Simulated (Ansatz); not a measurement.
Reaction (substitution at a C–Al bond): `C[CH2][Al]([Cl])[Cl]` + `[SiH3]SS` → `CCSS[SiH3]` + `[Cl][AlH][Cl]`

Calculated with Ansatz (gas phase, PBE0-D4/def2-TZVP geometries, no zero-point term in ΔE). CBS: MP2 limit from def2 TZ/QZ plus the TZ coupled-cluster correction, frozen cores. This one scheme is used for every species. DFT in def2-TZVPP. B3LYP here is the variant with VWN-RPA as its local correlation; programs differ in this. HSE06 is defined as in plane-wave codes. One conformer a species, not always the lowest.

`C[CH2][Al]([Cl])[Cl]`:

```xyz
10

C    -0.897   -0.908   -0.495
C    -0.500    0.298    0.355
Al    1.372    0.800    0.294
Cl    2.759   -0.257   -0.862
Cl    2.099    2.428    1.386
H    -1.964   -1.128   -0.403
H    -0.351   -1.807   -0.202
H    -0.686   -0.742   -1.554
H    -1.079    1.185    0.070
H    -0.752    0.131    1.410
```

`[SiH3]SS`:

```xyz
7

Si   -0.469   -0.382    0.810
S     1.413   -0.441   -0.214
S     0.749    0.320   -2.015
H    -1.474   -1.195    0.084
H    -0.942    1.020    0.922
H    -0.219   -0.948    2.162
H     0.943    1.626   -1.748
```

`CCSS[SiH3]`:

Cartesian coordinates in Å:
```
C -0.455 -1.762 1.227
C 0.677 -0.919 0.684
S 0.682 -0.751 -1.119
S -1.046 0.315 -1.474
Si -0.133 2.248 -1.378
H -0.387 -1.834 2.316
H -0.426 -2.771 0.811
H -1.420 -1.317 0.979
H 1.651 -1.374 0.892
H 0.685 0.082 1.122
H -1.220 3.249 -1.550
H 0.516 2.437 -0.056
H 0.876 2.397 -2.454
```

`[Cl][AlH][Cl]`:

```xyz
4

Cl    0.948   -1.764   -0.198
Al   -0.087    0.016    0.114
Cl    0.169    1.556   -1.264
H    -1.030    0.191    1.348
```

| level | ΔE (kJ/mol) | difference from CCSD(T)/CBS |
| --- | --- | --- |
| LDA (SPW92) | 19.9 | -3.0 |
| PBE-D4 | 22.7 | -0.2 |
| revPBE-D4 | 17.7 | -5.2 |
| r2SCAN-D4 | 24.8 | 1.9 |
| B97M-V | 16.6 | -6.3 |
| PBE0-D4 | 23.9 | 1.0 |
| B3LYP-D4 | 23.7 | 0.8 |
| r2SCANh-D4 | 25.0 | 2.1 |
| r2SCAN0-D4 | 25.3 | 2.4 |
| BHLYP-D4 | 24.6 | 1.7 |
| CAM-B3LYP-D4 | 25.2 | 2.3 |
| ωB97X-V | 23.2 | 0.3 |
| ωB97M-V | 26.3 | 3.4 |
| B2PLYP | 25.9 | 3.0 |
| PBE-QIDH | 23.9 | 1.0 |
| PBE | 26.2 | 3.3 |
| revPBE | 29.0 | 6.1 |
| BLYP | 29.6 | 6.7 |
| r2SCAN | 25.7 | 2.8 |
| PBE0 | 26.9 | 4.0 |
| B3LYP | 29.4 | 6.5 |
| r2SCANh | 26.1 | 3.2 |
| r2SCAN0 | 26.4 | 3.5 |
| HSE06 | 26.9 | 4.0 |
| CAM-B3LYP | 28.2 | 5.3 |
| LC-ωPBE | 28.8 | 5.9 |
| RPA@PBE/def2-TZVPP | 24.2 | 1.3 |
| HF/def2-SVP | 30.1 | 7.2 |
| MP2/def2-SVP | 18.7 | -4.2 |
| CCSD(T)/def2-SVP | 20.5 | -2.4 |
| HF/def2-TZVPP | 27.1 | 4.2 |
| MP2/def2-TZVPP | 21.5 | -1.4 |
| SCS-MP2/def2-TZVPP | 22.1 | -0.8 |
| CCSD/def2-TZVPP | 27.2 | 4.3 |
| HF/def2-QZVPP | 27.0 | 4.1 |
| MP2/def2-QZVPP | 20.4 | -2.5 |
| SCS-MP2/def2-QZVPP | 21.2 | -1.7 |
| HF/CBS(def2) | 26.9 | 4.0 |
| MP2/CBS(def2) | 19.6 | -3.3 |
| CCSD/CBS(def2) | 25.3 | 2.4 |
| CCSD(T)/CBS | 22.9 | 0 |

Question: What do rigid-rotor, harmonic-oscillator terms from PBE0-D4/def2-TZVP frequencies (298.15 K, 1 bar) make of the CCSD(T)/CBS value? (Best estimate.)

Answer: Ansatz gave: ΔZPE = +0.5 kJ/mol, ΔH = +21.7 kJ/mol, ΔS = -25 J/(mol·K), ΔG = +29.2 kJ/mol. Modes under 50 cm⁻¹ make the entropy rough.

Largest T1 diagnostic among the species: 0.012.

Leaving LDA and LC-ωPBE aside and taking each functional with its dispersion term where it has one, the values spread over 9.6 kJ/mol, from B97M-V to ωB97M-V. LDA lies −6.3 kJ/mol from PBE without D4. The D4 term adds −5.7 kJ/mol with B3LYP and −3.0 kJ/mol with PBE0; it sums over pairs of atoms, weighted by their polarisabilities, and B3LYP, whose exchange is more repulsive, gets the larger term.
